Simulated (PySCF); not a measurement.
In(Cl)2(vinyl) (C₂H₃Cl₂In), SMILES [CH](=C)[In]([Cl])[Cl].

Geometry: B3LYP-D3(BJ)/def2-SVP. The structure was generated by enumeration; whether it is a known compound was not checked. The def2 effective core potentials stand for the cores of In; spin–orbit coupling is left out. The values are those of a single conformer.

The numbers are results of PySCF with TDDFT-B3LYP/def2-SVPD, not measurements.

Vertical excitations. Gas-phase values at a fixed geometry. State labels are in the subgroup Cs.

```json
[
 {"state": "S1", "symmetry": "A\"", "energy (eV)": "5.07", "λ (nm)": "245", "f": "0.001", "main pairs": "HOMO→LUMO+1 83 %, HOMO−2→LUMO 15 %"},
 {"state": "S2", "symmetry": "A'", "energy (eV)": "5.20", "λ (nm)": "239", "f": "0.019", "main pairs": "HOMO−1→LUMO 93 %"},
 {"state": "S3", "symmetry": "A\"", "energy (eV)": "5.22", "λ (nm)": "237", "f": "0.001", "main pairs": "HOMO−2→LUMO 81 %, HOMO→LUMO+1 14 %"},
 {"state": "S4", "symmetry": "A'", "energy (eV)": "5.26", "λ (nm)": "236", "f": "0.071", "main pairs": "HOMO→LUMO 81 %"},
 {"state": "S5", "symmetry": "A\"", "energy (eV)": "5.28", "λ (nm)": "235", "f": "0.000", "main pairs": "HOMO−3→LUMO 87 %"},
 {"state": "S6", "symmetry": "A\"", "energy (eV)": "5.30", "λ (nm)": "234", "f": "0.000", "main pairs": "HOMO−1→LUMO+1 92 %"},
 {"state": "S7", "symmetry": "A'", "energy (eV)": "5.58", "λ (nm)": "222", "f": "0.022", "main pairs": "HOMO−3→LUMO+1 53 %, HOMO−2→LUMO+1 33 %"},
 {"state": "S8", "symmetry": "A'", "energy (eV)": "5.70", "λ (nm)": "217", "f": "0.061", "main pairs": "HOMO−2→LUMO+1 40 %, HOMO−3→LUMO+1 31 %, HOMO−5→LUMO 17 %, HOMO−4→LUMO+1 7 %"},
 {"state": "S9", "symmetry": "A\"", "energy (eV)": "5.73", "λ (nm)": "216", "f": "0.034", "main pairs": "HOMO−4→LUMO 99 %"},
 {"state": "S10", "symmetry": "A\"", "energy (eV)": "5.92", "λ (nm)": "210", "f": "0.002", "main pairs": "HOMO−5→LUMO+1 96 %"},
 {"state": "T1", "symmetry": "A'", "energy (eV)": "4.15", "λ (nm)": "299", "f": "0", "main pairs": "HOMO−2→LUMO+1 59 %, HOMO−2→LUMO+2 15 %, HOMO−3→LUMO+1 9 %"},
 {"state": "T2", "symmetry": "A'", "energy (eV)": "4.55", "λ (nm)": "273", "f": "0", "main pairs": "HOMO→LUMO 94 %"},
 {"state": "T3", "symmetry": "A\"", "energy (eV)": "4.80", "λ (nm)": "258", "f": "0", "main pairs": "HOMO→LUMO+1 90 %"},
 {"state": "T4", "symmetry": "A'", "energy (eV)": "4.84", "λ (nm)": "256", "f": "0", "main pairs": "HOMO−1→LUMO 97 %"}
]
```
Triplets are in the Tamm–Dancoff approximation, which puts them higher than full response would, so one can lie above its singlet here.
